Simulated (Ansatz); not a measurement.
Ligand exchange: HCl + C2H3FGe → HF + C2H3ClGe

Gas-phase species: HCl (hydrogen chloride), singlet; C2H3FGe `C#[C][GeH2][F]`, singlet; HF (hydrogen fluoride), singlet; C2H3ClGe `C#[C][GeH2][Cl]`, singlet. The partners trade Cl for F: H–Cl and Ge–F bonds give way to H–F and Ge–Cl.

Shapes, held fixed at every level: PBE0-D4/def2-TZVP. Programs: Ansatz 0.2.0. The zero-point and thermal change to 298 K, harmonic and unscaled (PBE0-D4/def2-TZVP), is +5.3 kJ/mol.

(1) Estimate ΔH(298 K) of this reaction.

## Answers

(1) The highest level, CCSD(T)/def2-TZVPP, gives ΔH(298 K) = -7.7 kJ/mol; the levels span -13.2 to +4.8. They disagree on the sign: 2 of 8 are positive. The column of differences is taken from that level and isn't an error. No measured value is set beside it here. Relativity is left out for Ge. Outer-core shells of Ge are correlated, in sets that cover them unevenly.

| level | kind | ΔH(298 K) (kJ/mol) | less CCSD(T)/def2-TZVPP |
| --- | --- | --- | --- |
| HF/def2-SVP | Hartree–Fock | +1.0 | +8.7 |
| SPW92/def2-TZVPP | LDA | -9.9 | -2.2 |
| wB97M-V/def2-TZVPP | range-separated hybrid | -6.8 | +0.9 |
| wB97X-V/def2-TZVPP | range-separated hybrid | -4.0 | +3.7 |
| B2PLYP/def2-TZVPP | double hybrid | -3.9 | +3.8 |
| MP2/def2-TZVPP | perturbation theory | -13.2 | -5.5 |
| CCSD(T)/def2-SVP | coupled cluster or CI | +4.8 | +12.5 |
| CCSD(T)/def2-TZVPP | coupled cluster or CI | -7.7 | 0.0 |
